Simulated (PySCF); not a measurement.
Start geometry of `O=C([C@H]1[C@@H]2CCC[C@@H]21)C(F)(F)F` from GFN2-xTB (Å):
```
atom  x, y, z in Å
O1     2.2292   -1.7182   -0.5912
C2     1.9319   -0.5611   -0.4444
C3     0.6191   -0.0220   -0.1318
C4    -0.5857   -0.7805   -0.6911
C5    -1.8394    0.0407   -0.8708
C6    -2.0491    0.7404    0.4819
C7    -1.3382   -0.1348    1.5271
C8    -0.2840   -0.8856    0.7503
C9     3.0143    0.5506   -0.5891
F10    2.6820    1.4237   -1.5575
F11    4.2205    0.0734   -0.8769
F12    3.1218    1.2675    0.5444
H13    0.5556    1.0522   -0.0406
H14   -0.3718   -1.5781   -1.3867
H15   -2.6670   -0.6352   -1.0917
H16   -1.7575    0.7541   -1.6906
H17   -1.6059    1.7356    0.4620
H18   -3.1062    0.8593    0.7115
H19   -0.9160    0.4595    2.3373
H20   -2.0287   -0.8589    1.9627
H21    0.1662   -1.7658    1.1846
```

Question: What comes out of this run: PySCF 2.14.0, PBE0-D3(BJ)/def2-SVP geometry optimisation, gas phase?

Answer: 
```
atom  x, y, z in Å
O1     2.1471   -1.7465   -0.5875
C2     1.9250   -0.5711   -0.4470
C3     0.6139    0.0090   -0.1144
C4    -0.5927   -0.7142   -0.6953
C5    -1.8582    0.1005   -0.8510
C6    -2.0327    0.8044    0.5039
C7    -1.3677   -0.1239    1.5326
C8    -0.2931   -0.8498    0.7527
C9     3.0687    0.4492   -0.6248
F10    2.7578    1.3175   -1.5931
F11    4.2067   -0.1408   -0.9340
F12    3.2399    1.1446    0.5033
H13    0.5758    1.0958   -0.0070
H14   -0.3639   -1.5294   -1.3869
H15   -2.6929   -0.5945   -1.0419
H16   -1.8248    0.8055   -1.6963
H17   -1.5228    1.7806    0.4906
H18   -3.0863    1.0119    0.7403
H19   -0.9832    0.4183    2.4106
H20   -2.0864   -0.8734    1.9039
H21    0.1601   -1.7662    1.1403
```

The energy falls by 1.7 kcal/mol over 9 energy and gradient evaluations, the largest force component goes from 0.0145 to 3.4e-04 Eh/bohr, and the atoms move by 0.066 Å rms after alignment. The bond that changes most is C2–C3 (ketone carbonyl carbon to sp3 carbon next to a carbonyl), which lengthens by 0.019 Å. Bonds longer at the end by more than 0.005 Å: 11 of 22; shorter: 6. Among the angles that change most is C3–C2–C9, from 112.5° to 115.2°. Rotational constants go from 1934, 533.5, 511.5 to 1977, 526.2, 507.5 MHz. The orientation of the end geometry is arbitrary; only internal coordinates are fixed.

The run used 213 basis functions and 63 SCF cycles in all. Cost: about 6 min of CPU time on one thread; the machine was shared, so the figure is rough.

No PBE0-D3(BJ)/def2-SVP frequencies stand behind this structure, so it isn't proved a minimum. The numbers are those of one conformer.
